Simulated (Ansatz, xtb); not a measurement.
# GeH6NSi+: where a starting geometry ends

The starting geometry of this gas-phase singlet has its atoms placed at random.

```xyz
9

Ge    0.1520   -0.5459   -1.8570
N    -0.1354   -1.5964   -0.3111
Si    0.2155    1.9778   -0.2973
H     1.7981    0.7034   -0.2307
H    -0.4068    1.6344   -1.2942
H    -1.0960    1.7627    0.8833
H    -1.0534   -1.8294   -1.3202
H     1.0218    1.2643    1.1242
H    -0.2106   -0.4072    0.2439
```

Task: Guess where an optimisation with r2SCAN-D4/def2-SVP ends from this start.

Result: It ends as a structure with H4 bridging Ge1 and Si3, given below by its coordinates. Distances that change by over a tenth: Si3–H5 (1.22 → 1.48 Å). Contacts that open: Ge1–H7 (1.84 → 2.46 Å). Contacts that close: Ge1–H4 (2.63 → 1.86 Å), N2–H7 (1.38 → 1.02 Å), N2–H9 (1.31 → 1.02 Å), Si3–H4 (2.03 → 1.58 Å), Si3–H6 (1.78 → 1.48 Å), Si3–H8 (1.78 → 1.48 Å).

The energy falls by 11.10 eV over 24 steps:

| step | E − E(last) (eV) |
| --- | --- |
| 1 | 11.102 |
| 4 | 2.704 |
| 6 | 0.829 |
| 9 | 0.063 |
| 11 | 0.025 |
| 14 | 0.004 |
| 16 | 0.001 |
| 19 | 0.000 |
| 21 | 0.000 |
| 24 | 0.000 |

Final geometry (Å):

```json
{"atom": "Ge", "x (Å)": "0.8861", "y (Å)": "-0.9738", "z (Å)": "-1.5769"}
{"atom": "N", "x (Å)": "-0.5151", "y (Å)": "-1.6530", "z (Å)": "-0.7040"}
{"atom": "Si", "x (Å)": "0.3482", "y (Å)": "1.9892", "z (Å)": "0.0814"}
{"atom": "H", "x (Å)": "0.6579", "y (Å)": "0.6614", "z (Å)": "-0.7171"}
{"atom": "H", "x (Å)": "-0.0364", "y (Å)": "2.9348", "z (Å)": "-0.9926"}
{"atom": "H", "x (Å)": "-0.7594", "y (Å)": "1.5709", "z (Å)": "0.9767"}
{"atom": "H", "x (Å)": "-0.8010", "y (Å)": "-2.6222", "z (Å)": "-0.8702"}
{"atom": "H", "x (Å)": "1.6346", "y (Å)": "2.2701", "z (Å)": "0.7607"}
{"atom": "H", "x (Å)": "-1.1297", "y (Å)": "-1.2133", "z (Å)": "-0.0171"}
```

From the same start GFN2-xTB ends elsewhere, in pieces: GeH2N + H4Si.

From so rough a start the end depends on the optimiser's path, so another program may land elsewhere. The end wasn't checked by frequencies. Run with Ansatz 0.2.0, 27 s on 2 threads of Intel(R) Xeon(R) 6975P-C (Granite Rapids), on a shared host.
